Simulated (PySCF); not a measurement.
The vertical singlet excitations below were computed for one of the candidates. The calculation used TDDFT CAM-B3LYP/def2-SVPD, vertical, gas phase, core orbitals frozen in the response (PySCF). Geometries: GFN2-xTB, one conformer each.

```
state  λ (nm)       f
   S1   172.1  0.0006
   S2   164.6  0.0046
   S3   159.9   0.023
   S4   158.1   0.096
   S5   156.7  0.0096
   S6   153.7   0.018
   S7   146.5  0.0024
   S8   143.7   0.037
```

Question: Which candidate is it? All have the formula C5H11FSi.
A. `FC[C@H]1CC[SiH2]C1`
B. `F[C@H]1CC[SiH2][C@H]1C`
C. `CC(C)[SiH2]/C=C/F`
D. `CC[C@H]1C[Si@@H](F)C1`
E. `CC(C)[SiH2]/C=C\F`

Answer: D. Its S1 lies at 7.21 eV; the nearest of the others has S1 at 6.94 eV. S1 is HOMO→LUMO+1 (57%), HOMO→LUMO (22%). Löwdin shares by element: HOMO carbon 54% or more, silicon 21%, fluorine 5% (atoms not listed hold the other 20%); LUMO silicon 29%, carbon 17% or more, fluorine 8% (atoms not listed hold the other 46%). At the same level the other candidates give, for their lowest levels:
- `CC(C)[SiH2]/C=C/F`: 179 nm (f 0.292); 168 nm (f 0.007); 164 nm (f 0.043); 160 nm (f 0.032); 158 nm (f 0.011); T1 4.36 eV; HOMO -8.96, LUMO 0.77 eV
- `FC[C@H]1CC[SiH2]C1`: 160 nm (f 0.014); 155 nm (f 0.104); 151 nm (f 0.045); 150 nm (f 0.026); 147 nm (f 0.012); T1 7.31 eV; HOMO -9.55, LUMO 1.19 eV
- `C[C@@H]1[SiH2]CC[C@@H]1F`: 165 nm (f 0.001); 161 nm (f 0.034); 153 nm (f 0.065); 151 nm (f 0.055); 148 nm (f 0.013); T1 7.04 eV; HOMO -9.29, LUMO 1.15 eV
- `CC(C)[SiH2]/C=C\F`: 184 nm (f 0.212); 172 nm (f 0.008); 172 nm (f 0.053); 162 nm (f 0.047); 158 nm (f 0.023); T1 4.26 eV; HOMO -8.93, LUMO 0.67 eV

Conformer computed: `[CH3:1][CH2:2][C@H:3]1[CH2:4][Si@@H:5]([F:6])[CH2:7]1`: C1–C2–C3–C4 68°.
Triplets come from the Tamm–Dancoff approximation.

Without π bonds the low states are Rydberg-like; a valence basis with one diffuse set may place them up to an eV too high.
